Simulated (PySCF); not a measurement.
Compound: C₄H₅FSi₂.
Atom-mapped SMILES: `[CH:1]#[C:2][Si@:3]1([F:4])[CH:5]=[CH:6][SiH2:7]1` (hydrogens: H8 on C1; H9 on C5; H10 on C6; H11, H12 on Si7)

Method: PBE0-D3(BJ)/def2-SVP geometry optimisation, gas phase (PySCF 2.14.0); density fitting, grid level 1; the optimiser is geomeTRIC in internal coordinates, started from a GFN2-xTB structure with every atom displaced at random (about 0.01 Å).

The end geometry, which sets the zero of energy:
```
atom  x, y, z in Å
C1      0.9717   -2.8965    0.9967
C2      0.2686   -1.9246    0.7889
Si3    -0.7013   -0.4100    0.4714
F4     -2.1826   -0.6640    1.0991
C5     -0.6687    0.1839   -1.2997
C6     -0.0213    1.3742   -1.2148
Si7     0.3015    1.6867    0.6289
H8      1.5861   -3.7608    1.1779
H9     -1.0063   -0.2596   -2.2448
H10     0.2316    1.9784   -2.0965
H11    -0.4753    2.8255    1.2073
H12     1.7369    1.8386    1.0206
```

Question: These geometries come from the run, each turned onto the end geometry. Order them by energy, lowest first.
A.
```
atom  x, y, z in Å
C1      0.9654   -2.9080    0.9852
C2      0.2728   -1.9262    0.7895
Si3    -0.6946   -0.4083    0.4758
F4     -2.1725   -0.6601    1.1142
C5     -0.6633    0.1822   -1.2973
C6     -0.0218    1.3760   -1.2152
Si7     0.2999    1.6945    0.6274
H8      1.5729   -3.7766    1.1740
H9     -0.9940   -0.2657   -2.2436
H10     0.2309    1.9776   -2.0991
H11    -0.4883    2.8263    1.2042
H12     1.7333    1.8598    1.0198
```
B.
```
atom  x, y, z in Å
C1      0.9516   -2.9419    1.0646
C2      0.3163   -1.9469    0.7666
Si3    -0.6386   -0.4270    0.4361
F4     -2.1317   -0.6835    1.0584
C5     -0.6350    0.1942   -1.3273
C6     -0.0714    1.4240   -1.2204
Si7     0.3062    1.6970    0.6194
H8      1.5096   -3.8372    1.2823
H9     -0.9655   -0.2511   -2.2756
H10     0.1067    2.0733   -2.0887
H11    -0.4619    2.8035    1.2686
H12     1.7545    1.8672    0.9510
```
C.
```
atom  x, y, z in Å
C1      0.9539   -2.9483    1.0800
C2      0.3244   -1.9526    0.7704
Si3    -0.6401   -0.4296    0.4332
F4     -2.1470   -0.6836    1.0560
C5     -0.6239    0.1981   -1.3273
C6     -0.0787    1.4351   -1.2220
Si7     0.3111    1.6992    0.6162
H8      1.5063   -3.8620    1.2857
H9     -0.9519   -0.2572   -2.2799
H10     0.0824    2.0946   -2.0901
H11    -0.4547    2.8025    1.2694
H12     1.7591    1.8754    0.9436
```
D.
```
atom  x, y, z in Å
C1      0.9291   -3.0474    1.0256
C2      0.2942   -2.0136    0.8047
Si3    -0.5940   -0.4086    0.5025
F4     -2.0450   -0.6847    1.0666
C5     -0.5737    0.1901   -1.3073
C6     -0.0785    1.4442   -1.2303
Si7     0.2854    1.7601    0.6159
H8      1.4353   -3.9164    1.2012
H9     -0.8771   -0.2848   -2.1940
H10     0.0639    2.0748   -2.0794
H11    -0.4962    2.8742    1.1928
H12     1.6974    1.9837    0.9369
```

Answer: A (0.004 eV), B (0.013 eV), C (0.030 eV), D (0.261 eV).

In the order of the answer:

| step | E above end (eV) | largest force (eV/Å) | rms force component (eV/Å) | rms distance from end (Å) | rms bond change (Å) | bond most changed (Å) |
| --- | --- | --- | --- | --- | --- | --- |
| 7 | 0.004 | 0.05 | 0.014 | 0.013 | 0.001 | Si3–Si7 +0.001 |
| 2 | 0.013 | 0.26 | 0.073 | 0.086 | 0.003 | Si3–F4 +0.009 |
| 1 | 0.030 | 0.67 | 0.196 | 0.098 | 0.008 | Si3–F4 +0.022 |
| 0 | 0.261 | 4.23 | 1.128 | 0.138 | 0.033 | C1–H8 -0.055 |

What follows is the cost of the whole optimisation. On an Arm Neoverse V1 with one thread, shared host, this took 2.7 min wall and 0.52 GiB of memory at its peak.
